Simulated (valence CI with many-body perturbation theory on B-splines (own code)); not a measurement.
## Level structure of Hf⁶⁶⁺

Level of theory: relativistic CI+MBPT: four valence electrons over a frozen Dirac-Fock core [He], radial functions for each j: 11 s, 11 p, 10 d, 8 f, 5 g, 2 h, with the one-electron correlation potential Σ1, the two-electron term Σ2, the three-electron term Σ3, Breit, model QED; selected CI, second order for the rest, scaled by the run's own slope (own B-spline code, finite nucleus).

No measured spectrum was set against this ion. As an estimate, large intervals hold to a few tenths of a per cent, small ones and those within an open d or f shell to about a per cent. Among the levels kept, up to 1200 cm⁻¹ of a level comes from second order outside the variational space, and about a tenth of that is noise between levels of different J, which matters for small intervals.

Levels 136 to 180 of 216, with energies above the lowest level, (2s^2 2p1/2^2) J=0. "Leading %" is the weight of the configuration and term that name the level; weights of strongly mixed levels are sums over their largest components and can fall short. In the jj column 3d3/2^4 stands for four electrons in 3d with j = 3/2. Lifetimes count E1, E2, E3, M1 and M2 decay at the calculated energies, and are blank where another channel may lead or the interval is too uncertain; long ones can be off by a factor of two.

```
No.  Configuration  Term  J  E (× 10³ cm⁻¹)  Leading %      g  Lifetime                  Leading jj
136      2s 2p2 3s    3S  1          101990         68  1.946   5.45 fs       2s 2p3/2^2 3s (100 %)
137      2s 2p2 3p   3D°  3          102000         42  1.291   2.61 fs    2s 2p3/2^2 3p1/2 (100 %)
138      2s 2p2 3s    1P  1          102050         41  0.968   3.25 fs       2s 2p3/2^2 3s (100 %)
139      2s 2p2 3s    3P  2          102080         62  1.356   10.3 fs        2s 2p3/2^2 3s (99 %)
140      2s 2p2 3s    1S  0          102240         68          7.39 fs        2s 2p3/2^2 3s (99 %)
141      2s 2p2 3p   3P°  1          102840         33  1.300   2.52 fs     2s 2p3/2^2 3p1/2 (99 %)
142      2s 2p2 3p   3P°  0          102840         79           108 fs    2s 2p3/2^2 3p1/2 (100 %)
143      2s 2p2 3p   3P°  1          102840         50  1.288   2.60 fs     2s 2p3/2^2 3p1/2 (99 %)
144      2s 2p2 3p   3D°  2          102860         32  1.043   4.11 fs     2s 2p3/2^2 3p1/2 (99 %)
145         2p3 3s   5S°  2          103800         54  1.571   12.9 fs     2p1/2 2p3/2^2 3s (99 %)
146         2p3 3s   3S°  1          103880         54  1.300   3.74 fs     2p1/2 2p3/2^2 3s (97 %)
147         2p3 3s   3D°  3          103970         98  1.301   10.5 fs     2p1/2 2p3/2^2 3s (98 %)
148         2p3 3s   1D°  2          104060         63  1.027   4.10 fs     2p1/2 2p3/2^2 3s (98 %)
149         2p3 3p    5P  1          104430         46  1.637   1.33 fs  2p1/2 2p3/2^2 3p1/2 (99 %)
150         2p3 3s   3P°  0          104460        100          8.16 fs    2p1/2 2p3/2^2 3s (100 %)
151         2p3 3s   3P°  1          104460         65  1.300   6.04 fs     2p1/2 2p3/2^2 3s (98 %)
152         2p3 3p    3F  2          104500         34  1.196   1.34 fs  2p1/2 2p3/2^2 3p1/2 (99 %)
153         2p3 3p    3F  3          104630         44  1.079   1.33 fs  2p1/2 2p3/2^2 3p1/2 (99 %)
154      2s 2p2 3p   5D°  4          104810         63  1.379    197 fs    2s 2p3/2^2 3p3/2 (100 %)
155      2s 2p2 3p   3D°  3          104840         52  1.388   4.98 fs     2s 2p3/2^2 3p3/2 (98 %)
156      2s 2p2 3p   3P°  1          104940         36  1.533   2.28 fs     2s 2p3/2^2 3p3/2 (98 %)
157         2p3 3p    3P  2          104970         50  1.297   1.65 fs  2p1/2 2p3/2^2 3p1/2 (99 %)
158         2p3 3p    3D  1          105070         73  0.631   1.35 fs  2p1/2 2p3/2^2 3p1/2 (99 %)
159      2s 2p2 3p   3P°  2          105190         45  1.356   2.12 fs     2s 2p3/2^2 3p3/2 (98 %)
160         2p3 3p    3P  0          105480         65          1.68 fs  2p1/2 2p3/2^2 3p1/2 (99 %)
161      2s 2p2 3d    3D  2          105590         25  1.376    800 as     2s 2p3/2^2 3d3/2 (98 %)
162      2s 2p2 3d    5D  3          105600         27  1.272    777 as     2s 2p3/2^2 3d3/2 (96 %)
163      2s 2p2 3d    5P  1          105620         43  1.832    689 as     2s 2p3/2^2 3d3/2 (98 %)
164      2s 2p2 3d    3F  4          105630         39  1.196    747 as     2s 2p3/2^2 3d3/2 (98 %)
165      2s 2p2 3p   3P°  0          105670         60          53.5 fs    2s 2p3/2^2 3p3/2 (100 %)
166      2s 2p2 3p   3D°  3          105710         62  1.240   2.90 fs     2s 2p3/2^2 3p3/2 (99 %)
167      2s 2p2 3p   3P°  2          105720         71  1.407   15.8 fs    2s 2p3/2^2 3p3/2 (100 %)
168      2s 2p2 3p   1P°  1          105800         49  1.163   1.98 fs     2s 2p3/2^2 3p3/2 (98 %)
169      2s 2p2 3p   3P°  2          105820         45  1.350   25.6 fs    2s 2p3/2^2 3p3/2 (100 %)
170      2s2 2p 4s   3P°  0          106020        100          7.30 fs       2s^2 2p1/2 4s (100 %)
171      2s2 2p 4s   3P°  1          106040         66  1.305   6.35 fs        2s^2 2p1/2 4s (99 %)
172      2s 2p2 3p   1P°  1          106070         35  1.192   5.83 fs     2s 2p3/2^2 3p3/2 (98 %)
173      2s 2p2 3d    5F  5          106190         62  1.300    523 fs    2s 2p3/2^2 3d5/2 (100 %)
174      2s 2p2 3d    3F  4          106230         52  1.291    119 fs     2s 2p3/2^2 3d5/2 (99 %)
175      2s 2p2 3d    3P  0          106290         83          1.51 fs     2s 2p3/2^2 3d5/2 (64 %)
176      2s2 2p 4p    3D  1          106310         74  0.637   11.0 fs    2s^2 2p1/2 4p1/2 (100 %)
177      2s 2p2 3d    3D  1          106350         44  0.879    770 as     2s 2p3/2^2 3d3/2 (78 %)
178      2s 2p2 3d    3F  3          106410         32  1.050    819 as     2s 2p3/2^2 3d3/2 (68 %)
179      2s 2p2 3d    3D  2          106430         34  1.089    865 as     2s 2p3/2^2 3d3/2 (84 %)
180      2s2 2p 4p    3P  0          106430         67          11.4 fs    2s^2 2p1/2 4p1/2 (100 %)
```

Where two levels of one J and parity lie close, their mixing, g and order are uncertain.
